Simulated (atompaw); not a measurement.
Varying the PAW (atompaw) potential for Cl (Z = 17)

Base potential:

atompaw 4.2.0.5 input, output lines left out:

```
Cl 17
LDA-PW scalarrelativistic loggrid 1500 logderivrange -4 5 226
3 3 0 0 0 0
3 1 4
0 0 0
c
c
v
c
v
2
1.35 1.20 1.15 0.75
y
-1.15
n
y
-0.75
n
y
-0.05
n
custom rrkj gramschmidtortho sinc
3 1 vpsmatchnc
1.30
1.30
1.35
1.35
1.10
```

Cutoffs, loose and tight: the cutoffs (Ry, on a coarse ladder) from which the occupation-weighted sum of valence levels, in a spherical-Bessel basis at the reference potential, stays within 10 and 1 mRy of its value at 400 Ry. They see the waves, projectors and local potential, not the compensation charge or the core. A dash means not determined.

A true bound ghost makes a file unfit for plane-wave use even where its test errors are small: the radial tests pick states by their node count and pass the ghost by.

```tsv
change	outcome	cutoff, loose	cutoff, tight	bound ghosts
base	generated	25 Ry	45 Ry	none
augmentation sinc compensation charge, radius 1.20 bohr; PAW radius 1.35 bohr; waves and projectors: custom polynom vanderbiltortho	generated	35 Ry	50 Ry	s
wave 3s (bound): rc 1.30 bohr becomes 3s (bound): rc 1.20 bohr	generated	40 Ry	50 Ry	s
all radii scaled by about 0.78 (s 1.02, p 1.06, d 0.86 bohr); local potential vpsmatchnc scheme with l = 3 at 1 Ry, radius 0.90 bohr; augmentation sinc compensation charge, radius 0.94 bohr; PAW radius 1.06 bohr; waves and projectors: custom rrkj gramschmidtortho; core correction smooth core density matched at 0.60 bohr	generated	50 Ry	80 Ry	s, p
wave 3p channel at -0.75 Ry: rc 1.35 bohr becomes 3p channel at 9.54 Ry: rc 1.35 bohr	generated	25 Ry	45 Ry	none
local potential bessel scheme, radius 1.15 bohr	generated	25 Ry	45 Ry	none
added wave 3d channel at 2 Ry: rc 1.35 bohr	failed: atompaw: The overlap operator has at least one negative eigenvalue!	–	–	–
wave 3d channel at -0.05 Ry: rc 1.10 bohr becomes 3d channel at -0.05 Ry: rc 1.08 bohr	generated	25 Ry	45 Ry	none
augmentation sinc compensation charge, radius 0.64 bohr; PAW radius 1.35 bohr; waves and projectors: custom rrkj gramschmidtortho	generated	25 Ry	45 Ry	none
added wave 3d channel at 2.1 Ry: rc 1.35 bohr	failed: atompaw: The overlap operator has at least one negative eigenvalue!	–	–	–
```
